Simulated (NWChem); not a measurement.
# Atomisation of C$_{5}$H$_{5}$F

```
C
C 1 1.3431
F 2 1.3520 1 120.23
H 1 1.0932 2 116.34 3 180.00
C 2 1.4271 1 125.85 4 0.00
C 5 1.2137 3 147.34 2 180.00
H 6 1.0740 3 158.56 2 180.00
C 1 1.4954 4 118.81 2 180.00
H 8 1.0982 1 111.58 4 180.00
H 8 1.1040 9 108.42 1 -122.38
H 8 1.1040 9 108.42 10 -115.24
```
Charge 0, spin multiplicity 1.

Program: NWChem. The geometry was optimised at B3LYP/def2-SVP, a minimum by its harmonic frequencies. It is one conformer; others weren't searched.

Basis set: def2-SVP. The atomisation energy is electronic alone: no zero-point, thermal, spin-orbit or counterpoise terms. No value is extrapolated to the basis-set limit. Free atoms are single determinants with multiplicities C 3, F 2, H 2. Correlated methods freeze the same cores in atoms and molecule, 6 orbitals in all.

The cost column gives rough processor time relative to HF; each entry includes its own SCF. Costs are the molecule's.

B3LYP has NWChem's definition, with VWN1-RPA local correlation. The structure started from a generated list of species. The stability of the SCF solutions was not checked. Open-shell Hartree-Fock references start from PBE0 orbitals; any time given for them includes that run.

| method | atomisation energy (kcal/mol) | relative cost |
|---|---|---|
| BHandHLYP | … | under 3 |
| PBE | 1211.8 | under 3 |
| r2SCAN | … | under 3 |
| B3LYP | … | under 3 |
| MP2 | 1137.7 | under 3 |
| HF | 856.9 | 1 |
| PBE0 | 1181.6 | under 3 |
| LDA (SVWN5) | 1361.4 | under 3 |
| M06-2X | 1170.4 | under 3 |

What belongs in the gaps?


- BHandHLYP, atomisation energy (kcal/mol): 1123.0
- r2SCAN, atomisation energy (kcal/mol): 1174.2
- B3LYP, atomisation energy (kcal/mol): 1164.1
